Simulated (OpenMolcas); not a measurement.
V3+: effect of the metal basis

V3+ with 6 ligands (fluoride) in trigonal prismatic coordination (D3h) at 1.95 Å, a polar angle of 48.1° against the regular 49.1°. A charge of +0.5 e stands 2.6 Å behind each ligand.

```json
{"Program": "OpenMolcas 26.06", "Method": "SS-CASPT2, IPEA 0.25 Eh, imaginary shift 0.1 Eh (closed shells correlated: 3s 3p and the ligand valence shells)", "Spin-orbit coupling": "RASSI with atomic mean-field integrals over the reference wave functions"}
```

Fixed: ligand basis ANO-RCC-VDZP, active space 2 electrons in 5 orbitals (3d), DKH2 Hamiltonian.

States (labels of D3, the rotations of D3h). Energies in cm-1 above the lowest state or level, χT in cm3 K/mol.

| Run | Metal basis | Ground state | First state of that spin | First gap with spin-orbit (degeneracies) | χT at 300 K | First state of another spin | Cost |
| --- | --- | --- | --- | --- | --- | --- | --- |
| A | ANO-RCC-VDZP | 3E | 3A2 8620 | 190 (2, 2) | 0.877 | 1A1 9910 | roughly 2.5 core-minutes |
| B | ANO-RCC-VTZP | 3E | 3A2 8280 | 180 (2, 2) | 0.885 | 1A1 9440 | roughly 5 core-minutes |

Against A, the first state of the same spin changes by -3.9 % in B.

Costs are those of the CASPT2 steps.

Roots that are degenerate in the reference are averaged as groups; the widest CASPT2 spread within a group is 150 cm-1 (the 2-fold group of multiplicity 3 near 0 cm-1 above the lowest state of its run, B). Shifts and gaps below about the spread of the groups concerned are not significant. Over all roots computed the reference weight is 0.71 to 0.72 in A, 0.71 to 0.72 in B; a low but even weight reflects the number of correlated electrons. An orbital doublet at a regular site is open to a Jahn-Teller distortion, which this geometry leaves out. Ligand-to-metal charge-transfer states are missing. With no ligand orbital active B as a rule stays too high, so bands that hang on it stand too high and its fall with covalency is understated. No measured value stands beside these numbers; the geometry is a model, was not optimised and need not be the one that this ion takes.
